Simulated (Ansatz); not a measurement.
Cartesian coordinates in Å:
```
B -0.2427 0.0979 0.7675
C 0.6431 0.1810 -0.5838
N -1.4856 -0.7741 0.2304
N 1.8064 0.8551 -0.5859
O 0.2485 -0.3797 -1.6186
H 0.3243 -0.5074 1.6498
H -0.6346 1.1840 1.1319
H -1.5985 -1.6623 0.7021
H -2.3697 -0.2819 0.2496
H 2.3577 0.9029 -1.4266
H 2.1325 1.3117 0.2457
H -1.1815 -0.9271 -0.7620
```

Charge 0, multiplicity 1. The bonds changed during the relaxation, so this is another structure than the one it started from.

**Question.** List the r2SCAN/def2-TZVPP orbital energies in eV (Ansatz 0.2.0). (Best estimate.)

**Answer.** The calculation gave: Occupied: -514.47, -386.83, -385.50, -274.60, -178.72, -26.70, -24.39, -23.24, -15.48, -14.35, -13.81, -13.25, -12.69, -10.65, -9.86, -9.43, -8.14, -7.07, -6.39, -5.53. Lowest empty: 0.31, 0.45, 1.44, 2.21, 2.62, 2.93, 3.21, 3.48.
